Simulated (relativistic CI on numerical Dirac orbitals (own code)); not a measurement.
# Ir XLV: computed level list

Method of calculation: Dirac-Coulomb-Breit CI, KLI orbitals optimised for each configuration, model QED (radiative potential, 1s self-energy scaled to tabulated hydrogen-like ionisation energies), unscaled Slater integrals (own radial code, finite nucleus).

Configuration list (outside the closed core [Ar] 3d10): 4s²4p³, 4s4p⁴, 4s²4p²4d, 4p⁵, 4s4p³4d, 4s²4p²4f, 4s4p³4f, 4p⁴4d, 4s4p²4d², 4s²4p4d4f, 4p⁴4f, 4p³4d4f, 4s4p²4f², 4s²4p²5s, 4p⁴5s, 4s²4p²5p, 4s4p²4d5s, 4s²4p4f5s, 4s4p³5s, 4s²4p²5d, 4s4p³5p, 4s²4p²5f, 4s²4p²5g, 4s4p³5d, 4p³4f5s, 4s4p³5f, 4s²4p²6s, 4s²4p4d², 4s²4d³, 4s4p4d³, 4s²4d²4f, 4s4p4d²4f, 4s²4d²5s, 4p³4d², 4p²4d³, 4p²4d²4f, 4p²4d²5s, 4s²4p4f², 4s²4d4f², 4s4p4d4f², 4s²4f³, 4s4p4f³, 4s²4f²5s, 4p³4f², 4p²4d4f², 4p²4f³, 4p²4f²5s, 4s4p²4d4f, 4s4p4d4f5s, 4s²4p4d5s, 4s4p4d²5s, 4s²4d4f5s, 4s²4d5s², 4p³4d5s, 4p²4d4f5s, 4p²4d5s², 4s4p²4f5s, 4s4p4f²5s, 4s4p4f5s², 4s²4p5s², 4s4p4d5s², 4s²4f5s². Double excitations out of closed p, d and f shells are left out; levels of such configurations are missing from the list, as are those of other unlisted configurations, and high levels can miss mixing partners. These lack a partner that the ground configuration has and come out too high: 4s²4p²5p, 4s²4p²5d, 4s4p³5p, 4s²4p²5f, 4s²4p²5g.

The lowest level is 4s²4p³ ²P°3/2, with 47 % of that term; Hund's rules for 4s²4p³ give ⁴S° with J = 3/2, of which the calculation keeps J, while another term leads.

| No. | Configuration | Term | J | E (eV) | % | jj configuration (%) |
| --- | --- | --- | --- | --- | --- | --- |
| 1 | 4s²4p³ | ²P° | 3/2 | 0.000 | 47 | 4p3/2 (99) |
| 2 | 4s²4p³ | ⁴S° | 3/2 | 111.151 | 54 | 4p1/2 4p3/2^2 (99) |
| 3 | 4s²4p³ | ²D° | 5/2 | 117.081 | 99 | 4p1/2 4p3/2^2 (99) |
| 4 | 4s²4p³ | ²P° | 1/2 | 124.526 | 99 | 4p1/2 4p3/2^2 (99) |
| 5 | 4p²(1S)4d | ²D | 3/2 | 164.812 | 39 | 4p1/2^2 4d3/2 (98) |
| 6 | 4p²(1S)4d | ²D | 5/2 | 195.272 | 27 | 4p1/2^2 4d5/2 (86) |
| 7 | 4s4p⁴(3P) | ⁴P | 5/2 | 219.053 | 62 | 4s 4p3/2^2 (84) |
| 8 | 4s4p⁴(1S) | ²S | 1/2 | 233.543 | 58 | 4s 4p3/2^2 (92) |
| 9 | 4s4p⁴(3P) | ²P | 3/2 | 235.808 | 39 | 4s 4p3/2^2 (87) |
| 10 | 4s²4p³ | ²P° | 3/2 | 236.734 | 52 | 4p3/2^3 (98) |
| 11 | 4p²(1D)4d | ²F | 5/2 | 275.216 | 46 | 4p1/2 4p3/2 4d3/2 (98) |
| 12 | 4p²(3P)4d | ⁴F | 3/2 | 275.712 | 37 | 4p1/2 4p3/2 4d3/2 (96) |
| 13 | 4p²(3P)4d | ⁴D | 1/2 | 275.933 | 80 | 4p1/2 4p3/2 4d3/2 (98) |
| 14 | 4p²(1D)4d | ²G | 7/2 | 281.195 | 48 | 4p1/2 4p3/2 4d3/2 (96) |
| 15 | 4p²(3P)4d | ²D | 5/2 | 297.631 | 34 | 4p1/2 4p3/2 4d3/2 (86) |
| 16 | 4p²(1D)4d | ²D | 3/2 | 299.364 | 34 | 4p1/2 4p3/2 4d3/2 (88) |
| 17 | 4p²(3P)4d | ⁴D | 7/2 | 300.091 | 48 | 4p1/2 4p3/2 4d5/2 (99) |
| 18 | 4p²(1D)4d | ²P | 1/2 | 300.221 | 37 | 4p1/2 4p3/2 4d3/2 (93) |
| 19 | 4p²(3P)4d | ²P | 3/2 | 303.709 | 40 | 4p1/2 4p3/2 4d5/2 (84) |
| 20 | 4p²(1D)4d | ²G | 9/2 | 306.735 | 60 | 4p1/2 4p3/2 4d5/2 (99) |
| 21 | 4p²(1D)4d | ²D | 5/2 | 306.917 | 33 | 4p1/2 4p3/2 4d5/2 (86) |
| 22 | 4p²(1D)4d | ²F | 7/2 | 321.593 | 54 | 4p1/2 4p3/2 4d5/2 (93) |
| 23 | 4p²(1D)4d | ²D | 5/2 | 321.950 | 36 | 4p1/2 4p3/2 4d5/2 (89) |
| 24 | 4p²(3P)4d | ²D | 3/2 | 323.867 | 60 | 4p1/2 4p3/2 4d5/2 (91) |
| 25 | 4p²(3P)4d | ²P | 1/2 | 325.247 | 49 | 4p1/2 4p3/2 4d5/2 (90) |
| 26 | 4s4p⁴(3P) | ⁴P | 3/2 | 338.505 | 60 | 4s 4p1/2 4p3/2^3 (78) |
| 27 | 4s4p⁴(1D) | ²D | 5/2 | 346.658 | 64 | 4s 4p1/2 4p3/2^3 (83) |
| 28 | 4s4p⁴(3P) | ²P | 1/2 | 358.021 | 51 | 4s 4p1/2 4p3/2^3 (82) |
| 29 | 4s4p⁴(3P) | ²P | 3/2 | 358.627 | 46 | 4s 4p1/2 4p3/2^3 (86) |
| 30 | 4p²(1S)4f | ²F° | 5/2 | 376.575 | 20 | 4p1/2^2 4f5/2 (52) |
| 31 | 4s4p³(4S°)<5S°>4d | ⁶D° | 3/2 | 379.817 | 27 | 4s 4p3/2 4d3/2 (95) |
| 32 | 4s4p³(2P°)<3P°>4d | ⁴P° | 1/2 | 379.875 | 44 | 4s 4p3/2 4d3/2 (95) |
| 33 | 4s4p³(2P°)<3P°>4d | ⁴D° | 5/2 | 380.237 | 21 | 4s 4p3/2 4d3/2 (67) |
| 34 | 4s4p³(2P°)<3P°>4d | ⁴F° | 7/2 | 380.819 | 20 | 4s 4p3/2 4d3/2 (70) |
| 35 | 4p²(1S)4f | ²F° | 7/2 | 392.236 | 24 | 4p1/2^2 4f7/2 (69) |
| 36 | 4s4p³(2P°)<1P°>4d | ²D° | 3/2 | 393.576 | 26 | 4s 4p3/2 4d3/2 (81) |
| 37 | 4s4p³(2P°)<3P°>4d | ⁴D° | 1/2 | 402.501 | 49 | 4s 4p3/2 4d3/2 (93) |
| 38 | 4s4p³(2P°)<3P°>4d | ⁴F° | 9/2 | 403.046 | 46 | 4s 4p3/2 4d5/2 (96) |
| 39 | 4s4p³(2P°)<1P°>4d | ²F° | 5/2 | 405.987 | 25 | 4s 4p3/2 4d3/2 (75) |
| 40 | 4p²(1D)4d | ²D | 3/2 | 408.181 | 31 | 4p3/2^2 4d3/2 (90) |
| 41 | 4p²(3P)4d | ⁴P | 1/2 | 408.857 | 42 | 4p3/2^2 4d3/2 (89) |
| 42 | 4p²(1D)4d | ²D | 5/2 | 408.887 | 26 | 4p3/2^2 4d3/2 (89) |
| 43 | 4p²(3P)4d | ²F | 7/2 | 410.949 | 48 | 4p3/2^2 4d3/2 (92) |
| 44 | 4s4p³(2D°)<3D°>4d | ⁴D° | 5/2 | 412.841 | 31 | 4s 4p3/2 4d5/2 (94) |
| 45 | 4s4p³(2P°)<3P°>4d | ²D° | 3/2 | 418.015 | 29 | 4s 4p3/2 4d5/2 (78) |
| 46 | 4p²(3P)4d | ²F | 7/2 | 419.812 | 54 | 4p3/2^2 4d5/2 (95) |
| 47 | 4p²(1S)4d | ²D | 3/2 | 420.001 | 68 | 4p3/2^2 4d3/2 (91) |
| 48 | 4s4p³(2P°)<3P°>4d | ²F° | 7/2 | 420.390 | 35 | 4s 4p3/2 4d5/2 (82) |
| 49 | 4p²(3P)4d | ⁴F | 9/2 | 420.906 | 60 | 4p3/2^2 4d5/2 (98) |
| 50 | 4p²(3P)4d | ²P | 1/2 | 423.026 | 48 | 4p3/2^2 4d5/2 (87) |
| 51 | 4s4p³(4S°)<3S°>4d | ⁴D° | 7/2 | 428.438 | 27 | 4s 4p3/2 4d5/2 (84) |
| 52 | 4s4p³(2P°)<3P°>4d | ²P° | 1/2 | 431.431 | 45 | 4s 4p3/2 4d5/2 (92) |
| 53 | 4s4p³4d | ⁴D° | 3/2 | 434.493 | 24 | 4s 4p3/2 4d5/2 (89) |
| 54 | 4p²(1S)4d | ²D | 5/2 | 435.430 | 76 | 4p3/2^2 4d5/2 (98) |
| 55 | 4s4p³(2P°)<1P°>4d | ²D° | 5/2 | 437.282 | 26 | 4s 4p3/2 4d5/2 (85) |
| 56 | 4p²(1D)4d | ²P | 3/2 | 445.183 | 41 | 4p3/2^2 4d5/2 (93) |
| 57 | 4p4d²(3F) | ⁴G° | 5/2 | 445.803 | 48 | 4p1/2 4d3/2^2 (89) |
| 58 | 4p²(3P)4d | ²D | 5/2 | 449.793 | 52 | 4p3/2^2 4d5/2 (91) |
| 59 | 4p4d²(3P) | ⁴D° | 1/2 | 463.415 | 40 | 4p1/2 4d3/2^2 (89) |
| 60 | 4p⁵ | ²P° | 3/2 | 465.818 | 62 | 4p3/2^3 (62) |
| 61 | 4p4d²(3F) | ⁴F° | 3/2 | 468.743 | 33 | 4p1/2 4d3/2^2 (78) |
| 62 | 4p4d²(3F) | ⁴G° | 7/2 | 470.330 | 48 | 4p1/2 4d3/2 4d5/2 (83) |
| 63 | 4s²4p4d² | ²D° | 5/2 | 471.285 | 20 | 4p1/2 4d3/2 4d5/2 (77) |
| 64 | 4p4d²(3P) | ⁴P° | 1/2 | 472.649 | 30 | 4p1/2 4d3/2 4d5/2 (65) |
| 65 | 4p4d²(3P) | ⁴D° | 3/2 | 473.045 | 30 | 4p1/2 4d3/2 4d5/2 (64) |
| 66 | 4p4d²(1G) | ²H° | 9/2 | 474.209 | 41 | 4p1/2 4d3/2 4d5/2 (79) |
| 67 | 4s4p⁴(1S) | ²S | 1/2 | 478.234 | 32 | 4s 4p3/2^4 (87) |
| 68 | 4p²(3P)4f | ⁴G° | 5/2 | 484.668 | 22 | 4p1/2 4p3/2 4f5/2 (47) |
| 69 | 4p²(3P)4f | ⁴G° | 7/2 | 484.849 | 29 | 4p1/2 4p3/2 4f5/2 (53) |
| 70 | 4p²(3P)4f | ⁴F° | 3/2 | 488.068 | 22 | 4s 4p1/2 4p3/2^2 4d3/2 (43) |

Energies count from the lowest computed level; ° marks odd parity. Percentages are summed over parent terms; the parents shown are those of the largest component, closed shells are left out there, and <> holds an intermediate term. Filled j subshells are mostly left out of the jj labels.

The mean weight of the leading LS term, summed over parents, in these 70 levels is 43 %, and that of the leading jj configuration (from the same eigenvectors) 85 %, so jj coupling describes them better and the LS labels are nominal.

At this charge energies of transitions that change n are usually good to better than 1 %, and those within a shell (Δn = 0) to a few per cent.

LS names give the leading component of a level, which can be under half, so a name can repeat, a term be missing and a line seem to break the LS rules.
